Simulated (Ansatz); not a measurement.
Start from `[OH][SnH2][O][SiH3]` and change one atom or group to get `C[O][SnH2][OH]`.

Ansatz, PBE0-D4/def2-TZVP geometries, multiplicity 1. Each molecule was computed in one conformer, which needn't be the lowest.

Elements past krypton have def2 core potentials.

```json
{"property": "HOMO energy (B3LYP/def2-TZVPP) / eV", "`[OH][SnH2][O][SiH3]`": "-8.19"}
{"property": "HOMO energy (ωB97M-V/def2-TZVPP) / eV", "`[OH][SnH2][O][SiH3]`": "-10.72"}
{"property": "HOMO energy (PBE/def2-TZVPP) / eV", "`[OH][SnH2][O][SiH3]`": "-6.94"}
{"property": "size of the dipole moment (PBE/def2-TZVPP) / D", "`[OH][SnH2][O][SiH3]`": "1.83"}
{"property": "HOMO–LUMO gap (PBE/def2-TZVPP) / eV", "`[OH][SnH2][O][SiH3]`": "5.39"}
{"property": "LUMO energy (B3LYP/def2-TZVPP) / eV", "`[OH][SnH2][O][SiH3]`": "-0.93"}
```

(1) Give the same properties after the change, and the shifts. (Best estimate.)

Answers

(1) Ansatz gave: 
```json
{"property": "HOMO energy (B3LYP/def2-TZVPP) / eV", "`C[O][SnH2][OH]`": "-7.51", "shift": "0.68"}
{"property": "HOMO energy (ωB97M-V/def2-TZVPP) / eV", "`C[O][SnH2][OH]`": "-10.13", "shift": "0.59"}
{"property": "HOMO energy (PBE/def2-TZVPP) / eV", "`C[O][SnH2][OH]`": "-6.16", "shift": "0.78"}
{"property": "size of the dipole moment (PBE/def2-TZVPP) / D", "`C[O][SnH2][OH]`": "1.75", "shift": "-0.08"}
{"property": "HOMO–LUMO gap (PBE/def2-TZVPP) / eV", "`C[O][SnH2][OH]`": "4.87", "shift": "-0.52"}
{"property": "LUMO energy (B3LYP/def2-TZVPP) / eV", "`C[O][SnH2][OH]`": "-0.71", "shift": "0.22"}
```

With PBE0 the HOMO rises by 0.66 eV and the LUMO rises by 0.21 eV, so the gap narrows by about 0.45 eV. PBE moves the HOMO by 0.78 eV and ωB97M-V by 0.59 eV. Dipoles are sizes alone; their direction can turn.

B3LYP here is the variant with VWN-RPA as its local correlation; programs differ in this.
